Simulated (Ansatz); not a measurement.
The Ga1–H2 bond of CH5GaO (SMILES [CH3][GaH][OH]) is stretched (multiplicity 1, the rest rigid).
Geometry at rest (charge 0, multiplicity 1):
```xyz
8

Ga    -0.20388    -0.20088    -0.18795
H     -1.12407    -1.18157    -0.99864
C      0.23368     1.68485    -0.52350
H      0.71008     1.79959    -1.49874
H      0.90793     2.05497     0.24752
H     -0.67240     2.29333    -0.52679
O      0.58916    -0.88060     1.28534
H      0.38328    -1.80339     1.46126
```

Cores are frozen in the correlated methods. Filled d and f shells under p-block atoms count as core.

The values were computed with Ansatz (Gaussian basis) for Hartree–Fock, density functionals and correlated methods. Each number belongs to the level named beside it.

FIC-MRCISD+Q on CASSCF(2,2)/cc-pVTZ, total energies (hartree):

```
R (Å)        CASSCF        MRCISD  weight c² of the reference
-----  ------------  ------------  --------------------------
1.570  -2039.013704  -2039.478475                     0.88740
2.748  -2038.932038  -2039.388723                     0.88788
5.025  -2038.895306  -2039.348627                     0.88895
```

Problem. Add the Davidson correction (E_MRCISD − E_CASSCF)(1 − c²)/c² and give the energies above the first point at the three levels.

Solution. 
Corrections (hartree): -0.058974, -0.057672, -0.056631. Above the first point (kcal/mol):
- R = 2.748 Å: CASSCF 51.2, MRCISD 56.3, with the correction 57.1
- R = 5.025 Å: CASSCF 74.3, MRCISD 81.5, with the correction 83.0

Ansatz is a program for electronic structure.
